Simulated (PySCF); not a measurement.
CHS, SMILES [CH][S] (connectivity only; charge and spin as stated), neutral, multiplicity 2. Atoms are numbered in the order given.

```xyz
3

C     -0.1459    -1.0413     0.0000
S      0.0189     0.5066     0.0000
H      0.5730    -1.8584     0.0000
```
Charge 0, spin multiplicity 2.

Geometry: B3LYP-D3(BJ)/def2-TZVPD.

All values below come from TDA-B3LYP/def2-TZVPD run with PySCF.

Vertical excitations. 

**Question.** Give excitation energies, oscillator strengths and character. (Estimate from the structure and the level; the computed values follow.)

**Answer.** 
| state | energy (eV) | λ (nm) | f | main pairs |
|---|---|---|---|---|
| root 1 | 1.13 | 1095 | 0.000 | α HOMO→LUMO 99 % |
| root 2 | 3.83 | 324 | 0.003 | α HOMO−1→LUMO 57 %, β HOMO−1→LUMO+1 23 %, β HOMO→LUMO 19 % |
| root 3 | 4.00 | 310 | 0.001 | α HOMO−2→LUMO 13 %, β HOMO→LUMO+1 81 % |
| root 4 | 4.27 | 290 | 0.011 | β HOMO→LUMO 62 %, β HOMO−1→LUMO+1 35 % |
| root 5 | 4.67 | 266 | 0.001 | α HOMO−2→LUMO 13 %, β HOMO−1→LUMO 73 %, β HOMO→LUMO+1 13 % |
| root 6 | 4.86 | 255 | 0.003 | α HOMO→LUMO+1 97 % |
| root 7 | 5.22 | 238 | 0.002 | α HOMO−2→LUMO 74 %, β HOMO−1→LUMO 20 % |
| root 8 | 5.31 | 233 | 0.016 | α HOMO→LUMO+2 98 % |
| root 9 | 5.80 | 214 | 0.049 | α HOMO→LUMO+3 97 % |
| root 10 | 5.91 | 210 | 0.003 | α HOMO→LUMO+4 100 % |
Unrestricted roots are not spin-pure.
